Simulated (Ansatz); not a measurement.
Reaction (formal exchange of groups at a Ge–B bond): `F[BH][GeH2][F]` + `[SiH3]Cl` → `[F][GeH2][SiH2]Cl` + `BF`

Calculated with Ansatz (gas phase, PBE0-D4/def2-TZVP geometries, no zero-point term in ΔE). CCSD(T)/CBS is the MP2 limit (def2-TZVPP, def2-QZVPP) plus CCSD(T) − MP2 in def2-TZVPP, frozen cores. This one scheme is used for every species. Functionals use def2-TZVPP. For Ge outer-core shells are correlated without core-valence functions, which leaves a few kJ/mol of doubt a bond. Scalar relativity is left out up to krypton. Each species was taken in one conformer, which may not be the lowest.

`F[BH][GeH2][F]`:

Z-matrix (Å, degrees):
```
Ge
B 1 2.084
F 1 1.748 2 109.0
H 1 1.540 2 113.3 3 -117.3
H 1 1.540 2 113.3 3 117.3
F 2 1.313 1 119.9 3 -0.5
H 2 1.201 1 122.5 3 179.5
```

`[SiH3]Cl`:

```xyz
5

Si    0.087   -0.092   -0.020
Cl   -1.303    1.385    0.298
H    -0.597   -1.404    0.048
H     1.125    0.004    1.032
H     0.688    0.107   -1.358
```

`[F][GeH2][SiH2]Cl`:

Z-matrix (Å, degrees):
```
Ge
Si 1 2.389
F 1 1.748 2 106.4
H 1 1.540 2 113.4 3 115.7
H 1 1.537 2 113.7 3 -116.2
Cl 2 2.055 1 109.2 3 70.3
H 2 1.485 1 109.9 3 -170.9
H 2 1.482 1 110.7 3 -49.5
```

`BF`:

Cartesian coordinates in Å:
```
B -0.047 -0.006 0.015
F 1.197 0.150 -0.387
H -0.574 0.914 0.572
H -0.576 -1.058 -0.200
```

```csv
level,ΔE (kJ/mol)
PBE-QIDH,-26.1
CCSD/def2-TZVPP,-23.0
```

Problem. What does CCSD(T)/CBS give? (An estimate is asked.)

Solution. Computed: -25.5 kJ/mol. The listed levels differ from it by -0.6, 2.5 kJ/mol.

Largest T1 diagnostic among the species: 0.013.

Leaving LDA and LC-ωPBE aside and taking each functional with its dispersion term where it has one, the values, not all of them listed here, spread over 5.1 kJ/mol, from BHLYP-D4 to B97M-V. The D4 term adds −4.5 kJ/mol with B3LYP and −2.6 kJ/mol with PBE0; it sums over pairs of atoms, weighted by their polarisabilities, and B3LYP, whose exchange is more repulsive, gets the larger term.

B3LYP here is the variant with VWN-RPA as its local correlation; programs differ in this.
